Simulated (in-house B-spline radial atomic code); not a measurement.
# Ba2+: [Kr] (4d3/2)3 (4d5/2)6 5s2 5p6 6s1 (with a hole in an inner shell)

All numbers are computed (Dirac-Hartree-Fock, average of the jj configuration; Fermi nucleus of rms radius 4.8378 fm) with an all-electron radial atomic-structure program (B-spline basis), not measured.

Screening seen three ways: the hydrogenic charge with the same mean radius, Z_r = [3n² - l(l+1)]/(2<r>), the one with the same energy, Z_e = n√(-2ε), and Slater's rules. Values are occupation-weighted means over j. An effective charge above Z reflects the relativistic contraction of the inner shells.

```
shell  electrons   ε (eV)  <r> (bohr)    Z_r    Z_e  Slater
   1s          2   -37686     0.02557  58.65  52.63   55.70
   2s          2  -6086.9      0.1092  54.96  42.30   51.85
   2p          6  -5464.5     0.09599  52.09  40.08   51.85
   3s          2  -1353.3      0.2902  46.52  29.92   44.75
   3p          6  -1147.7      0.2883  43.36  27.55   44.75
   3d         10  -844.23      0.2658  39.51  23.63   34.85
   4s          2  -305.29      0.6696  35.84  18.95   28.25
   4p          6  -235.11      0.7087  32.45  16.63   28.25
   4d          9   -130.2      0.7886  26.63  12.37   17.20
   5s          2  -62.926       1.591  23.57  10.75   11.10
   5p          6  -42.374       1.806  20.21   8.82   11.10
   6s          1  -16.527       3.866  13.97   6.61    4.20
```

The least bound orbital is 6s1/2 at -16.53 eV, and it is also the most diffuse (<r> = 3.866 bohr). The part-filled 4d shell lies below the filled 5p shell in orbital energy.

For the 1s electron the small component carries 4.28 % of the norm, the zero-frequency Breit interaction raises the level by 97.81 eV, self-energy by 56.64 eV, and vacuum polarisation lowers it by 8.185 eV.
